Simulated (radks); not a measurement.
Values are calculated unless marked as measured or tabulated.
Hg+, configuration [Xe] 4f14 5d10 7p1 (not the ground configuration). Code: a radial shooting solver on a logarithmic mesh with Libxc functionals. Model: Dirac Kohn-Sham, BLYP, spin-unpolarised, spherical densities, point nucleus; open shells fill j = l - 1/2 first.

Spin-orbit splittings of the eigenvalues, e(l+1/2) - e(l-1/2), with zeta = 2 splitting/(2l+1) and mean radii in bohr:

| shell | occ. | splitting (eV) | zeta (eV) | <r> j=l-1/2 | <r> j=l+1/2 |
|---|---|---|---|---|---|
| 2p | 6 | ? | ? | 0.05692 | 0.06559 |
| 3p | 6 | 431.6 | 287.7 | 0.1704 | 0.1863 |
| 3d | 10 | 92.46 | 36.99 | 0.1621 | 0.1670 |
| 4p | 6 | 104.3 | 69.51 | 0.4011 | 0.4354 |
| 4d | 10 | 19.43 | 7.772 | 0.4425 | 0.4537 |
| 4f | 14 | 4.193 | 1.198 | 0.4794 | 0.4861 |
| 5p | 6 | 18.32 | 12.21 | 0.9717 | 1.068 |
| 5d | 10 | 1.915 | 0.7661 | 1.417 | 1.472 |
| 7p | 1 | 0.2911 | 0.1940 | 7.122 | 7.407 |

Estimate the 2p splitting.

Answer. 1949 eV (zeta = 1299 eV).
